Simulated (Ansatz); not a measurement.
Ansatz (an electronic-structure program) input (RI-MP2/def2-QZVPPD):
A basis named .json is the Basis Set Exchange file of that set.

Ansatz 0.2 input:
```yaml
crystal:
  periodic: [false, false, false]
  atoms:
    - {symbol: Tl, position_ang: [-0.00000000, -0.00000000, -1.13760339]}
    - {symbol: I, position_ang: [0.00000000, 0.00000000, 1.73860141]}
basis:
  gaussian:
    orbitals: def2-QZVPPD.json
    fitting: {mean_field: def2-universal-jkfit, correlation: def2-QZVPPD-RIFIT.json}
magnetization: {spin_polarized: false}
correlation: {method: mp2, electrons: outside_noble_gas}
```

End of the output:

```
integrals: 0.15 GiB planned
469 factors; integrals over basis functions are off by at most 9.5e-1 eV
mean field: 0.45 GiB planned
mean field evaluation 1: about -12741.4562 eV, gradient 1.2e1 eV
mean field evaluation 2: about -12742.0758 eV, gradient 8.9e0 eV
mean field evaluation 4: about -12742.2158 eV, gradient 5.4e-1 eV
mean field evaluation 8: about -12742.2184 eV, gradient 2.6e-6 eV
mean field -12742.21843446 eV, -468.2678904805 hartree, gradient 2.6e-6 eV, S^2 0.000000; 0 other end points of the search recorded, 0 dependent functions left out
18 core orbitals not correlated
573 factors; their error is unknown
reference -12742.21843446 eV, -468.2678904805 hartree; 5, 5 occupied and 156, 156 virtual orbitals, 573 factors
second order -5.38540653 eV of doubles, -0.00000000 eV of singles
Total energy: -12747.60384099 eV, -468.4658005202 hartree
```
